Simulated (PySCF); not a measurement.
## Running PySCF for LiCa

File input.py (PySCF 2.14):

```python
from pyscf import gto, scf

mol = gto.M(
    atom='Li 0 0 0; Ca 0 0 2.875',
    basis='cc-pvdz-dk',
    charge=0,
    spin=1,
    verbose=4,
)
mf = scf.UHF(mol)
mf = mf.sfx2c1e()
mf.kernel()
mf.dip_moment()
print('orbital energies (hartree):', [e[max(0, n-3):n+3].round(4) for e, n in zip(mf.mo_energy, mol.nelec)])
```

```bash
$ python input.py
```

The log (some set-up lines and the per-cycle HOMO/LUMO lines with their warnings removed):

```
PySCF version 2.14.0

[INPUT] Symbol           X                Y                Z      unit          X                Y                Z       unit  Magmom
[INPUT]  1 Li     0.000000000000   0.000000000000   0.000000000000 AA    0.000000000000   0.000000000000   0.000000000000 Bohr   0.0
[INPUT]  2 Ca     0.000000000000   0.000000000000   2.875000000000 AA    0.000000000000   0.000000000000   5.432962608125 Bohr   0.0

nuclear repulsion = 11.0436983148522
number of shells = 11
number of NR pGTOs = 108
number of NR cGTOs = 41
basis = cc-pvdz-dk
ecp = {}

******** <class 'pyscf.x2c.sfx2c1e.sfX2C1eUHF'> ********
method = sfX2C1eUHF
initial guess = minao
damping factor = 0
level_shift factor = 0
DIIS = <class 'pyscf.scf.diis.CDIIS'>
SCF conv_tol = 1e-09
SCF max_cycles = 50
number electrons alpha = 12  beta = 11

******** <class 'pyscf.x2c.sfx2c1e.SpinFreeX2CHelper'> ********
approx = 1e
xuncontract = 1
init E= -687.11563543176

cycle= 1 E= -687.035599030286  delta_E= 0.08  |g|= 0.0382  |ddm|= 0.889
cycle= 2 E= -687.041674737248  delta_E= -0.00608  |g|= 0.0204  |ddm|= 0.33
cycle= 3 E= -687.044494302148  delta_E= -0.00282  |g|= 0.0115  |ddm|= 0.298
cycle= 4 E= -687.045787209218  delta_E= -0.00129  |g|= 0.00765  |ddm|= 0.19
cycle= 5 E= -687.046623876586  delta_E= -0.000837  |g|= 0.00393  |ddm|= 0.174
cycle= 6 E= -687.046833787064  delta_E= -0.00021  |g|= 0.00202  |ddm|= 0.0812
cycle= 7 E= -687.046885430125  delta_E= -5.16e-05  |g|= 0.000775  |ddm|= 0.0504
cycle= 8 E= -687.046891888372  delta_E= -6.46e-06  |g|= 0.000396  |ddm|= 0.0215
cycle= 9 E= -687.046893443145  delta_E= -1.55e-06  |g|= 0.000283  |ddm|= 0.00908
cycle= 10 E= -687.046894515175  delta_E= -1.07e-06  |g|= 0.000196  |ddm|= 0.0102
cycle= 11 E= -687.046895223658  delta_E= -7.08e-07  |g|= 8.63e-05  |ddm|= 0.00742
cycle= 12 E= -687.046895330796  delta_E= -1.07e-07  |g|= 3.8e-05  |ddm|= 0.00399
cycle= 13 E= -687.046895348983  delta_E= -1.82e-08  |g|= 1.2e-05  |ddm|= 0.000963
cycle= 14 E= -687.046895350476  delta_E= -1.49e-09  |g|= 5.27e-06  |ddm|= 0.000257
cycle= 15 E= -687.046895350744  delta_E= -2.68e-10  |g|= 1.17e-06  |ddm|= 0.000138
Extra cycle  E= -687.04689535075  delta_E= -5.68e-12  |g|= 6.94e-07  |ddm|= 2.44e-05
converged SCF energy = -687.04689535075  <S^2> = 0.86997939  2S+1 = 2.1165816
Dipole moment(X, Y, Z, Debye): -0.00000,  0.00000, -0.47141
orbital energies (hartree): [array([-1.3417, -0.2382, -0.1633,  0.0109,  0.0109,  0.025 ]), array([-1.343 , -1.3388, -0.2282,  0.0198,  0.0198,  0.0224])]
```

In short: E(SCF) = -687.046895 Eh, 15 cycles, ⟨S²⟩ = 0.870, μz(SCF) = -0.47 D.

Wall time 1.1 s on one thread of a shared host.

The bond length is a typed value, not an optimised one. No search for the lowest solution was made.
